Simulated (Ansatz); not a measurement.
A geometry relaxed with PBE-D3(BJ)/def2-TZVP run with Ansatz (an electronic-structure program), charge 0, multiplicity 1:

```xyz
7

C      0.8985    -0.1823    -0.4060
C     -1.4608    -0.0609    -0.2529
O     -1.6194     0.9064     0.4578
N     -0.2269    -0.6772    -0.5391
H     -2.2944    -0.6038    -0.7404
H      2.6596     0.4041     0.2904
N      2.0434     0.2137    -0.4941
```

Problem. Write the SMILES of this molecule.

Solution. `N=C=NC=O`
